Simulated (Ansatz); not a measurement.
The same path of AlF$_{2}$GeH$_{5}$O (10 atoms, charge 0, multiplicity 1) was run twice with different band settings. Lost on the way: Ge1–F2, O6–H10. Made: F2–H10.

Method: RKS BHLYP/def2-SVP (Ansatz 0.2.0).

Relaxed end points:

```xyz
10
Properties=species:S:1:pos:R:3
Ge -0.149 0.202 0.266
F 0.456 0.684 1.833
H 0.770 -0.920 -0.150
H -0.331 1.505 -0.472
F -1.490 -0.620 -1.340
O -1.730 -0.418 1.005
Al -2.856 -1.112 -0.362
H -2.965 -2.671 -0.191
H -4.105 -0.170 -0.525
H -1.800 -0.325 1.956
```

```xyz
10
Properties=species:S:1:pos:R:3
Ge -0.423 0.035 -0.052
F -0.025 0.517 2.217
H 0.786 -0.873 -0.112
H -0.287 1.495 -0.427
F -1.491 -0.635 -1.468
O -1.782 -0.453 0.927
Al -2.931 -1.136 -0.292
H -3.007 -2.707 -0.314
H -4.149 -0.206 -0.644
H -0.891 0.121 2.183
```

Common settings: movable images 5; climbing image yes; optimiser quadratic models (default); start path through a guess of the saddle point; force threshold 0.05 eV/Å; iteration limit 60; end points relaxed.

| run | spring |
| --- | --- |
| 1 | 5.0 eV/Å² |
| 2 | 0.5 eV/Å² |

(1) What does each run give, and how far can it be trusted?

Results:

(1) Run 1: converged after 29 iterations, highest image 1.254 eV above the first end. A vibrational analysis at the climbing image gives one clearly imaginary mode, 829i cm⁻¹: a first-order saddle point.
Run 2: converged after 40 iterations, highest image 1.254 eV above the first end. Another band between the same ends (5 images) ends at a top of the same energy, where a vibrational analysis finds 1 clearly imaginary mode.
The orbitals stay closed-shell, which can raise the energy where a bond breaks towards radicals; this wasn't checked here.
